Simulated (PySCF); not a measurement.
**Shifts of the heteroatoms**

Numbering as in the mapped SMILES `[CH3:1][Si@@H:2]([Cl:3])[C:4]#[C:5][SiH2:6][N:7]([SiH3:8])[SiH3:9]`. Each H is labelled by its parent atom. Ha(Si6) is pro-R; Hb(Si6) is pro-S.

[PySCF 2.14: PBE0/pcSseg-1 with gauge-including orbitals; structure optimised with GFN2-xTB; a single conformation; no relativistic terms; isolated molecule; fast rotation and ring inversion assumed for equivalent nuclei]

**Question.** Where does ²⁹Si resonate?

**Answer.** 
| atoms | environment | σ (ppm) | δ (ppm) |
| --- | --- | --- | --- |
| Si2 | silicon bonded to 2 C, Cl, H | 372.1 | -25.9 |
| Si8/Si9 | silicon bonded to N, 3 H | 395.6 | -45.2 |
| Si6 | silicon bonded to C, N, 2 H | 401.7 | -50.2 |

Shieldings were converted by a linear fit to measured shifts: ²⁹Si: δ = 279.94 − 0.822σ (rms 8.9 ppm, 72 shifts, 25.8 ppm with the 6 outliers that the fit left out vs TMS, solution or neat liquid). Occasional misses reach two or three times the rms, and more in compound classes unlike the fitted ones.

On a 400 MHz spectrometer ²⁹Si resonates near 79.5 MHz, so 1 ppm is 79.5 Hz.

**Question.** Predict the ¹⁵N NMR data.

**Answer.** 
```tsv
atoms	environment	σ (ppm)	δ (ppm)
N7	nitrogen bonded to 3 Si	269.4	-396.3
```

Shieldings were converted by a linear fit to measured shifts: ¹⁵N (scatter 6.3 ppm rms vs CH3NO2, solution or neat liquid). A few per cent of atoms miss by over 2 rms, more outside the fitted compound classes.

On a 600 MHz spectrometer ¹⁵N resonates near 60.8 MHz, so 1 ppm is 60.8 Hz.
